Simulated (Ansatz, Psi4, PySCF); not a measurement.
System: Cl, net charge 0, doublet state.

Wanted: ionisation energy to the triplet, in eV. Terms: non-relativistic; six Cartesian d functions in 6-31G* and its kin unless marked 5d; each state is the SCF solution reached for its charge and spin; spin-orbit terms left out; UHF or UKS for open shells; frozen cores in correlated levels; 6-311+G** with 5d, 6d on Na to Ar in Ansatz (an electronic-structure program). CBS marks a two-point X^-3 extrapolation of the correlation energy; Hartree-Fock from the larger set.

Measured values: NIST ASD by pymatgen's periodic table; they hold spin-orbit and core effects. 

Value to compare with, the measured value: 12.97 eV.

| level | program | ionisation energy to the triplet (eV) | error |
|---|---|---|---|
| HF/6-311+G** | Ansatz | 11.77 | -1.20 |
| B3LYP/STO-3G | Ansatz | 12.58 | -0.39 |
| B3LYP/3-21G | Ansatz | 13.06 | 0.09 |
| B3LYP/6-311+G** | Ansatz | 13.07 | 0.10 |
| wB97X-D/6-31G* | Psi4 | 13.01 | 0.04 |
| MP2/6-31G* | Ansatz | 12.30 | -0.67 |
| B3LYP/def2-TZVPD | Ansatz | 13.07 | 0.10 |
| M06-2X/def2-TZVPD | PySCF | 13.01 | 0.04 |
| wB97X-V/def2-TZVPD | Ansatz | 13.05 | 0.08 |
| CCSD(T)/CBS(aug-cc-pV(T+d)Z,aug-cc-pV(Q+d)Z) | Ansatz | 12.99 | 0.02 |

Among the 6 habitual levels, HF/6-311+G** lies farthest from the measured value (-1.20 eV); 3 of 6 lie above it, and their mean absolute error is 0.42 eV, the median 0.24. One case shows no general order.

The levels are drawn from those run, B3LYP/6-31G* more often than the rest, none by its result; runs whose electronic state is in doubt are left out.
